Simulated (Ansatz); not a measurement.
ClH$_{5}$O$_{2}$Si$_{2}$ (`O[Si](O)([SiH3])Cl`), 10 atoms. The species carries charge 0 and has multiplicity 1. All runs use 4 threads of an INTEL XEON PLATINUM 8581C on a shared host. Correlated methods freeze the cores.

Problem. How many basis functions does each run have, and how long does it take in Ansatz? RKS PBE0-D4/def2-QZVPP energy; RKS HSE06 (plane-wave form)-D4/def2-TZVPP energy; RHF-CCSD(T)/def2-TZVPP energy; RKS ωB97M-V/def2-TZVPP energy and forces; RKS PBE0-D4/def2-SVP energy; RKS r2SCAN-D4/def2-TZVPP energy and forces; RKS ωB97M-V/def2-QZVPP energy; RKS ωB97M-V/def2-SVP energy; direct RPA on PBE orbitals/def2-TZVPP energy; RKS PBE0-D4/def2-TZVP frequencies; RHF-CCSD(T)/def2-SVP energy; RKS LC-ωPBE/def2-TZVPP energy. (Estimate.)

Solution. Computed: Other jobs shared the machine, so times are rough.

```json
{"level": "RKS PBE0-D4/def2-SVP", "job": "energy", "functions": "107", "wall time": "1.1 s", "peak host memory (GiB)": "0.51"}
{"level": "RKS LC-ωPBE/def2-TZVPP", "job": "energy", "functions": "258", "wall time": "2.1 s", "peak host memory (GiB)": "0.53"}
{"level": "RKS HSE06 (plane-wave form)-D4/def2-TZVPP", "job": "energy", "functions": "258", "wall time": "2.7 s", "peak host memory (GiB)": "0.8"}
{"level": "RHF-CCSD(T)/def2-SVP", "job": "energy", "functions": "107", "wall time": "2.9 s", "peak host memory (GiB)": "0.51"}
{"level": "RKS ωB97M-V/def2-SVP", "job": "energy", "functions": "107", "wall time": "3 s", "peak host memory (GiB)": "0.51"}
{"level": "RKS r2SCAN-D4/def2-TZVPP", "job": "energy and forces", "functions": "258", "wall time": "3.3 s", "peak host memory (GiB)": "0.42"}
{"level": "direct RPA on PBE orbitals/def2-TZVPP", "job": "energy", "functions": "258", "wall time": "3.6 s", "peak host memory (GiB)": "0.61"}
{"level": "RKS PBE0-D4/def2-QZVPP", "job": "energy", "functions": "474", "wall time": "7 s", "peak host memory (GiB)": "2"}
{"level": "RKS ωB97M-V/def2-TZVPP", "job": "energy and forces", "functions": "258", "wall time": "8 s", "peak host memory (GiB)": "1"}
{"level": "RKS ωB97M-V/def2-QZVPP", "job": "energy", "functions": "474", "wall time": "14 s", "peak host memory (GiB)": "2.3"}
{"level": "RHF-CCSD(T)/def2-TZVPP", "job": "energy", "functions": "258", "wall time": "81 s", "peak host memory (GiB)": "5.6"}
{"level": "RKS PBE0-D4/def2-TZVP", "job": "frequencies", "functions": "203", "wall time": "110 s", "peak host memory (GiB)": "0.61"}
```

LC-ωPBE has ω = 0.4 bohr⁻¹.
